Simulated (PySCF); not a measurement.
## Tl²⁺ (thallium, charge +2) across methods

[Xe] 4f14 5d9 6s1 6p1, one real determinant (an excited configuration). Computed with PySCF 2.14 in aug-cc-pVQZ-PP with ECP60MDF (7s7p5d3f2g, 92 functions), with a scalar-relativistic core potential.

```csv
method,E (hartree),mean ε 5d β (eV),mean ε 6s α (eV),mean ε 6p α (eV),Σ⟨r²⟩ (bohr²),⟨S²⟩
LDA,-170.6498,-37.140,-28.869,-18.975,41.29,3.750
UHF,-170.06521,-44.448,-32.764,-22.653,41.37,3.752
wB97M-V,-170.8598,-41.773,-32.079,-22.116,41.18,3.751
r2SCAN,-171.0041,-37.537,-28.964,-19.176,41.00,3.752
PBE,-170.9549,-37.052,-28.536,-18.854,41.21,3.751
B97-3,-170.9619,-39.353,-29.678,-19.784,41.08,3.750
MN15,-170.6083,-39.606,-31.055,-20.630,41.18,3.751
```

Task: Estimate the same row for PBE0.

Result: E (hartree) = -170.9310; mean ε 5d β (eV) = -39.189; mean ε 6s α (eV) = -29.812; mean ε 6p α (eV) = -19.934; Σ⟨r²⟩ (bohr²) = 41.13; ⟨S²⟩ = 3.751.

⟨L²⟩ = 8.01 against 12 for a pure F term, so this real determinant mixes terms. Energies and moments cover only the electrons outside the core potential. Spin-orbit coupling, absent here, splits the open shell strongly.
